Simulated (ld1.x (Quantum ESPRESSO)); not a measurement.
Ta, PAW: configuration errors across variants

Ta, PAW, made with ld1.x (Quantum ESPRESSO) 7.5 (PBE, scalar-relativistic). Core [Kr] 4d10 4f14, reference 5s2 5p6 5d3 6s2 6p0. Waves: 5s (bound): rcut 1.50, rcutus 1.60 bohr; 6s (bound): rcut 1.50, rcutus 1.60 bohr; 5p (bound): rcut 1.70, rcutus 2.10 bohr; 6p (bound, empty): rcut 1.70, rcutus 2.10 bohr; 5d (bound): rcut 1.90, rcutus 2.35 bohr; 5d channel at 0.15 Ry: rcut 1.90, rcutus 2.35 bohr; 5f channel at -0.2 Ry: rcut 1.65, rcutus 2.05 bohr; 5f channel at 1.6 Ry: rcut 1.65, rcutus 2.05 bohr. Local part: all-electron potential smoothed inside 1.50 bohr (lloc = -1). Core correction: Bessel-smoothed model core inside 0.80 bohr. Augmentation charge: BESSEL, radius 1.20 bohr.

All-electron excitation energies from the reference (eV): (1) 5s2 5p6 5d3 6s1 6p0 8.467; (2) 5s2 5p6 5d3 6s0 6p0 23.439; (3) 5s2 5p6 5d2 6s0 6p0 47.043; (4) 5s2 5p6 5d3 6s1.5 6p0 3.461; (5) 5s2 5p6 5d3.5 6s1.5 6p0 0.989; (6) 5s2 5p6 5d4 6s1 6p0 2.094; (7) 5s2 5p5 5d3 6s2 6p0 44.980.

The overlap operator is not positive definite (basis up to 400 Ry) in “base”, “waves 5d (bound): rcut 1.44, rcutus 1.52 bohr; 5d channel at 0.15 Ry: rcut 1.44, rcutus 1.52 bohr”, “waves 5d (bound): rcut 1.86, rcutus 1.98 bohr; 5d channel at 0.15 Ry: rcut 1.86, rcutus 1.98 bohr”, “waves 5d (bound): rcut 1.90, rcutus 2.54 bohr; 5d channel at 0.15 Ry: rcut 1.90, rcutus 2.54 bohr”, “waves 5d (bound): rcut 1.90, rcutus 2.82 bohr; 5d channel at 0.15 Ry: rcut 1.90, rcutus 2.82 bohr”, “waves 5d (bound): rcut 1.90, rcutus 3.10 bohr; 5d channel at 0.15 Ry: rcut 1.90, rcutus 3.10 bohr”, “waves 5d (bound): rcut 1.90, rcutus 3.50 bohr; 5d channel at 0.15 Ry: rcut 1.90, rcutus 3.50 bohr”. Such files are unfit for use, however small their errors in these radial tests.

A true bound ghost makes a file unfit for plane-wave use even where its test errors are small: the radial tests pick states by their node count and pass the ghost by.

Errors AE − PS in meV (a dash: test not solved or not reliable):

```csv
change,(1),(2),(3),(4),(5),(6),(7),bound ghosts
base,-3.3,-8.9,-35,-1.3,-2.9,-7.0,-104,"f (p not tested, overlap not positive)"
"waves 5d (bound): rcut 1.44, rcutus 1.52 bohr; 5d channel at 0.15 Ry: rcut 1.44, rcutus 1.52 bohr",-3.0,-8.3,-34,-1.1,-2.7,-6.4,-99,"f (p not tested, overlap not positive)"
"waves 5d (bound): rcut 1.86, rcutus 1.98 bohr; 5d channel at 0.15 Ry: rcut 1.86, rcutus 1.98 bohr",-3.0,-8.6,-34,-1.1,-2.7,-6.4,-105,"f (p not tested, overlap not positive)"
"waves 5d (bound): rcut 1.90, rcutus 2.54 bohr; 5d channel at 0.15 Ry: rcut 1.90, rcutus 2.54 bohr",-3.1,-8.3,-36,-1.2,-2.8,-6.8,-100,"f (p not tested, overlap not positive)"
"waves 5d (bound): rcut 1.90, rcutus 2.82 bohr; 5d channel at 0.15 Ry: rcut 1.90, rcutus 2.82 bohr",-4.4,-15,-45,-1.5,-5.7,-18,-116,"d, f (p not tested, overlap not positive)"
"waves 5d (bound): rcut 1.90, rcutus 3.10 bohr; 5d channel at 0.15 Ry: rcut 1.90, rcutus 3.10 bohr",-4.3,-16,-49,-1.5,-4.8,-14,-155,"f, d (p not tested, overlap not positive)"
"waves 5d (bound): rcut 1.90, rcutus 3.50 bohr; 5d channel at 0.15 Ry: rcut 1.90, rcutus 3.50 bohr",–,–,–,–,–,–,–,"f (p, d not tested, overlap not positive)"
```

Q: Give the same row for: waves 5d (bound): rcut 1.90, rcutus 2.16 bohr; 5d channel at 0.15 Ry: rcut 1.90, rcutus 2.16 bohr.

A: -3.2, -8.8, -34, -1.2, -2.8, -6.6, -106; bound ghosts: f (p not tested, overlap not positive). Its overlap operator is not positive definite in a basis up to 400 Ry (lowest eigenvalue p -0.13), so the file is unfit for use: the generalised eigenproblem breaks down once the basis is large enough, and its test numbers describe a broken file.
